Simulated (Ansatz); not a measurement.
Frontier orbitals of CH6BFO2Si, SMILES `COB(F)O[SiH3]`.

The species carries charge 0 and has multiplicity 1. Geometry: relaxed with PBE0-D4/def2-TZVP. It is one conformer, not always the lowest. Basis def2-TZVPP, Ansatz.

```tsv
functional	HOMO (eV)	LUMO (eV)
LC-ωPBE	-11.68	2.31
```

Give HOMO and LUMO (eV) with LDA (SPW92), PBE, revPBE, BLYP, r2SCAN, B97M-V, PBE0, B3LYP, r2SCANh, r2SCAN0, HSE06 (plane-wave form), BHLYP, CAM-B3LYP, ωB97X-V, ωB97M-V, HF. (Estimate.)

The calculation gave: 
```tsv
functional	HOMO	LUMO
LDA (SPW92)	-7.47	-0.94
PBE	-7.33	-0.69
revPBE	-7.27	-0.57
BLYP	-7.24	-0.58
r2SCAN	-7.68	-0.22
B97M-V	-7.81	-0.54
PBE0	-8.88	0.17
B3LYP	-8.65	-0.07
r2SCANh	-8.26	0.06
r2SCAN0	-9.13	0.46
HSE06 (plane-wave form)	-8.47	-0.20
BHLYP	-10.36	0.95
CAM-B3LYP	-10.33	1.08
ωB97X-V	-11.35	2.12
ωB97M-V	-11.24	1.73
HF	-12.64	3.00
```

B3LYP here is the variant with VWN-RPA as its local correlation; programs differ in this. LC-ωPBE has ω = 0.4 bohr⁻¹. Positive LUMOs are unbound and depend on the basis.
